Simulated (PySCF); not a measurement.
# What a mistake does to a calculation on B2CGeH5 cation

Calculated results; nothing here was measured. They come from PySCF 2.14.0, an open-source quantum chemistry program, on an isolated molecule that a program drew, which may never have been made. The molecule is B2CGeH5 cation (charge +1, singlet), drawn as the SMILES string `B[B+][CH]=[GeH2]`.

Each row is a Hartree-Fock (HF) and frozen-core CCSD(T) single point in the cc-pVDZ basis, meant for a local HF minimum. Run 1 is clean. Each other run has one planted mistake out of seven kinds, and not every kind appears here: one electron removed, one electron added, multiplicity raised by two, geometry at a saddle point, minimal basis STO-3G, one bond length entered in bohr, all coordinates scaled. The reference is restricted for singlets and unrestricted otherwise, and also for a bond in bohr. Adding or removing an electron swaps singlet and doublet. Electrons count all cores. HOMO and LUMO are orbital energies over both spins, the gradient is its largest component, and the lowest frequency (negative if imaginary) is given only where the gradient is small. Bond lengths are over the 8 bonds as drawn. T1 is the CCSD diagnostic: over 0.02 (restricted) or 0.045 (unrestricted) a single reference is doubtful. Germanium has the cc-pVDZ-PP basis, with a core potential (ECP10MDF) in place of its 10 inner electrons, and its 3s, 3p and 3d shells are frozen in CCSD(T).

Geometry of the clean run:
```xyz
9
B2CGeH5 cation, angstrom
B     1.3853    1.9132    0.5859
B     0.4695    0.7687   -0.2696
C    -0.3396   -0.1617   -0.9713
Ge   -2.1517    0.0581   -1.0056
H     0.8264    2.8124    1.1329
H     2.5692    1.7942    0.6219
H     0.0857   -1.0123   -1.4969
H    -2.8016    1.2222   -0.2933
H    -3.0415   -0.9128   -1.7428
```

| run | electrons | basis functions | <S^2> | HOMO (eV) | LUMO (eV) | gradient (hartree/bohr) | lowest frequency (cm^-1) | mean bond (Å) | longest bond (Å) | T1 | HF (hartree) | CCSD(T) (hartree) | mistake |
|---|---|---|---|---|---|---|---|---|---|---|---|---|---|
| 1 | 52 | 90 | 0.000 | -15.16 | -5.00 | 2.5e-05 | 93 | 1.4289 | 1.826 | 0.0146 | -383.19968 | -383.61602 | no fault |
| 2 | 53 | 90 | 0.996 | -6.69 | 1.40 | 3.2e-02 | - | 1.4289 | 1.826 | 0.0345 | -383.41400 | -383.84784 | one electron added |
| 3 | 51 | 90 | 1.160 | -21.33 | -13.87 | 5.5e-02 | - | 1.4289 | 1.826 | 0.0614 | -382.60766 | -383.00298 | ? |
| 4 | 52 | 90 | 2.059 | -12.56 | -7.88 | 3.1e-02 | - | 1.4289 | 1.826 | 0.0297 | -383.03658 | -383.45729 | ? |

**Which mistake was planted in run 3, and what did it cost?**

It counts 51 electrons, one fewer than the clean run, at the same geometry and basis. So the mistake is: one electron removed. Subtracting run 1 and multiplying by 627.51 kcal/mol a hartree, the energy moved by 371.5 kcal/mol in HF and 384.7 kcal/mol in CCSD(T).

**Which mistake was planted in run 4, and what did it cost?**

Electrons, basis and geometry are unchanged, and <S^2> is 2.059, beside S(S+1) = 2.00 for a multiplicity of 3. So the mistake is: multiplicity raised by two. Subtracting run 1 and multiplying by 627.51 kcal/mol a hartree, the energy moved by 102.3 kcal/mol in HF and 99.6 kcal/mol in CCSD(T).

Cautions from the logs. Run 3: T1 is over the limit, so its CCSD(T) energy is less reliable.
